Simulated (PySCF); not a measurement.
Compound: C₈H₁₇P.
SMILES with atom numbers: `[CH3:1][CH2:2][P:3]1[CH2:4][CH2:5][CH:6]([CH3:7])[CH2:8][CH2:9]1`

Structure used (GFN2-xTB), in Å, numbered top down from 1:
```xyz
26
C8H17P angstrom
C     -3.7324   -0.2442    0.4616
C     -2.6440    0.1868   -0.5123
P     -1.1318    0.8200    0.3761
C     -0.0355    1.0396   -1.1108
C      1.4275    1.0730   -0.6817
C      1.8963   -0.2614   -0.0973
C      3.3910   -0.2029    0.2097
C      1.1094   -0.6183    1.1656
C     -0.3800   -0.8022    0.8922
H     -3.9967    0.5788    1.1221
H     -4.6265   -0.5565   -0.0754
H     -3.3929   -1.0768    1.0740
H     -2.3670   -0.6431   -1.1694
H     -3.0105    1.0073   -1.1363
H     -0.3028    1.9824   -1.5962
H     -0.2057    0.2276   -1.8251
H      2.0515    1.3223   -1.5451
H      1.5666    1.8588    0.0662
H      1.7259   -1.0461   -0.8448
H      3.7412   -1.1554    0.6013
H      3.9578    0.0267   -0.6900
H      3.5940    0.5685    0.9496
H      1.5158   -1.5415    1.5899
H      1.2449    0.1750    1.9060
H     -0.8821   -1.1424    1.8018
H     -0.5349   -1.5536    0.1112
```

NICS = −σ at a ghost point: NICS(0) at the centroid of the ring atoms, NICS(1) 1 Å to either side along the normal of their mean plane, zz for the tensor component along that normal. Level: GIAO PBE0/pcSseg-1 (PySCF, non-relativistic, gas phase) on the GFN2-xTB geometry, one conformer.

Ring bond lengths (Å), with Mayer bond orders in brackets: P3–C4 1.860 (0.95), C4–C5 1.525 (1.05), C5–C6 1.530 (0.99), C6–C8 1.530 (1.00), C8–C9 1.525 (1.05), C9–P3 1.861 (0.94).

Q: Give the NICS values of each ring in ppm.

A: 
| ring | type | NICS(0) | NICS(1), two faces | NICS(1)zz, two faces | rms pucker (Å) | centre to ring atoms, mean (Å) |
| --- | --- | --- | --- | --- | --- | --- |
| P3–C4–C5–C6–C8–C9 | 6-membered ring with P; formal bonds all single | -3.2 | -3.0 / -2.5 | 3.1 / 4.3 | 0.29 | 1.56 |

Q: What can be read from them?

A: 
- P3–C4–C5–C6–C8–C9: mean NICS(1)zz 3.7 ppm, deshielded. C4, C5, C6, C8, C9 have four or more neighbours, and the NICS criterion for π rings isn't applied.

Q: List the ring angles and the Hirshfeld charges of the ring atoms.

A: 
- P3–C4–C5–C6–C8–C9: P3 95.0° (+0.143 e), C4 110.1° (-0.117 e), C5 112.5° (-0.071 e), C6 111.2° (-0.021 e), C8 112.5° (-0.071 e), C9 109.8° (-0.117 e); sum 651.0° against 720° for a flat convex ring.
